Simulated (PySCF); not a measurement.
## UHF on Nb (niobium, neutral)

Configuration: [Kr] 4d4 5s1, high-spin 6D determinant. Calculation: PySCF 2.14, in cc-pVDZ-PP with ECP28MDF; a scalar-relativistic core potential.

```json
{
  "Total energy": "-56.147377 hartree",
  "One-electron energy": "-96.1360 hartree",
  "Hartree (Coulomb) energy": "46.3783 hartree",
  "Exchange energy": "-6.3897 hartree",
  "⟨S²⟩": "8.7541",
  "⟨L²⟩": "6.022",
  "Sum of ⟨r⟩": "22.69 bohr",
  "Sum of ⟨r²⟩": "54.11 bohr²",
  "Traceless quadrupole moment −½Σ⟨3z² − r²⟩ along its main axis": "-1.44 e·bohr²",
  "Time after the integrals": "0.26 s of wall time on 1 thread of Neoverse-N1 (shared host)"
}
```

```csv
shell,electrons,mean orbital energy (hartree),spread (hartree),"rms radius, mean of both spins (bohr)"
4s α,1,-2.73236,0,1.25
4s β,1,-2.56635,0,1.25
4p α,3,-1.68904,0.02533,1.41
4p β,3,-1.46799,0.04382,1.41
4d α,4,-0.28995,0.03971,2.35
5s α,1,-0.22921,0,4.11
```

Energies and moments cover only the electrons outside the core potential.
